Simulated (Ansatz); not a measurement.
Basis-set extrapolation for FH5OSSi2, SMILES `O[SiH2][SiH](F)S` (PBE0-D4/def2-TZVP geometry, frozen core, Ansatz 0.2.0). Multiplicity 1, RHF reference.

```tsv
	def2-TZVPP	def2-QZVPP
HF	-1152.868020	-1152.906272
MP2 correlation	-0.908317	-0.988332
CCSD(T) correlation	-0.991190	not run
```

Energies in hartree. Use E(X) = E(∞) + A·exp(−7.88·√X) for Hartree–Fock and E(X) = E(∞) + B·X^(−2.97) for correlation, with X = 3 and 4, and add CCSD(T) minus MP2 of the smaller set to the MP2 limit.

Task: What is the CCSD(T) energy at the basis-set limit?

Result: HF limit: -1152.906272 + (-0.038252) × 0.13774 = -1152.91154. MP2 limit: -0.988332 + (-0.080015) × 0.74074 = -1.04760. Higher-order term: -0.991190 − (-0.908317) = -0.08287. Total: -1154.04201 hartree, 114.7 kcal/mol below CCSD(T)/def2-TZVPP.
